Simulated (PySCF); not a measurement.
A run for PySCF: D3(BJ) and D4 dispersion corrections on CH3FOSn (SMILES C[O][Sn][F]), a point of a torsion scan.

```python
from pyscf import gto
from pyscf.dispersion import dftd3, dftd4

mol = gto.M(
    atom='''
    C    -1.07775532   -0.13014746    0.10019459
    O     0.19873443    0.47089874    0.08113719
    Sn    2.07642968    1.13262047   -0.03123960
    F     3.25783656   -0.14908340    1.14374986
    H    -1.30745794   -0.54698030   -0.88212101
    H    -1.82993749    0.61964772    0.35508086
    H    -1.10724833   -0.93080974    0.84077419
    ''',
    basis='def2-svp',
    charge=0, spin=0, verbose=0, max_memory=1800)
d3, d4 = {}, {}
for xc in ['hf', 'pbe', 'blyp', 'revpbe', 'tpss', 'r2scan', 'b3lyp', 'pbe0', 'bhlyp', 'camb3lyp', 'b2plyp']:
    d3[xc] = float(dftd3.DFTD3Dispersion(mol, xc=xc, version='d3bj', atm=False).get_dispersion()['energy'])
    print(f'D3(BJ) {xc:10s} {d3[xc]:14.8f} Eh')
for xc in ['hf', 'pbe', 'blyp', 'revpbe', 'tpss', 'r2scan', 'b3lyp', 'pbe0', 'bhlyp', 'camb3lyp', 'b2plyp']:
    d4[xc] = float(dftd4.DFTD4Dispersion(mol, xc={'camb3lyp': 'cam-b3lyp'}.get(xc, xc), atm=True).get_dispersion()['energy'])
    print(f'D4     {xc:10s} {d4[xc]:14.8f} Eh')
```

Output:

```
D3(BJ) hf            -0.03199249 Eh
D3(BJ) pbe           -0.00387835 Eh
D3(BJ) blyp          -0.00860443 Eh
D3(BJ) revpbe        -0.00952675 Eh
D3(BJ) tpss          -0.00504547 Eh
D3(BJ) r2scan        -0.00111377 Eh
D3(BJ) b3lyp         -0.00710391 Eh
D3(BJ) pbe0          -0.00350839 Eh
D3(BJ) bhlyp         -0.00582579 Eh
D3(BJ) camb3lyp      -0.00343925 Eh
D3(BJ) b2plyp        -0.00349933 Eh
D4     hf            -0.01506849 Eh
D4     pbe           -0.00431652 Eh
D4     blyp          -0.00943311 Eh
D4     revpbe        -0.01276907 Eh
D4     tpss          -0.00581947 Eh
D4     r2scan        -0.00103098 Eh
D4     b3lyp         -0.00701737 Eh
D4     pbe0          -0.00367000 Eh
D4     bhlyp         -0.00567860 Eh
D4     camb3lyp      -0.00377059 Eh
D4     b2plyp        -0.00301347 Eh
```

The run finished.

Cost: roughly 0.020 core-seconds.
